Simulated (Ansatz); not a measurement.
Reaction (ligand exchange at a Ge–O bond): `[OH][GeH2][SeH]` + CH₃OH → `C[O][GeH2][SeH]` + H₂O

Calculated with Ansatz (gas phase, PBE0-D4/def2-TZVP geometries, no zero-point term in ΔE). CCSD(T)/CBS adds triple-zeta CCSD(T) − MP2 to the extrapolated MP2 energy (def2 sets, frozen cores). This one scheme is used for every species. DFT in def2-TZVPP. For Ge, Se outer-core shells are correlated without core-valence functions, which leaves a few kJ/mol of doubt a bond. Scalar relativity is left out up to krypton. Each species was taken in one conformer, which may not be the lowest.

Task: Is it downhill or uphill in electronic energy at CCSD(T)/CBS, and by how much? (Estimate.)

Result: Ansatz gave: Downhill: ΔE = -0.08 eV.

Task: What do these levels give: ωB97M-V, B2PLYP, HF/def2-TZVPP, MP2/def2-TZVPP, SCS-MP2/def2-TZVPP, HF/CBS(def2)? (An estimate is asked.)

Result: Ansatz gave: ωB97M-V -0.03, B2PLYP -0.01, HF/def2-TZVPP 0.05, MP2/def2-TZVPP -0.08, SCS-MP2/def2-TZVPP -0.05, HF/CBS(def2) 0.04 eV.

Largest T1 diagnostic among the species: 0.011.

In def2-TZVPP, CCSD(T) changes the Hartree–Fock value by −0.11 eV (the triples alone add −0.02 eV) and MP2 by −0.12 eV. The D4 term adds −0.07 eV with B3LYP and −0.04 eV with PBE0; it sums over pairs of atoms, weighted by their polarisabilities, and B3LYP, whose exchange is more repulsive, gets the larger term.

B3LYP here is the variant with VWN-RPA as its local correlation; programs differ in this.
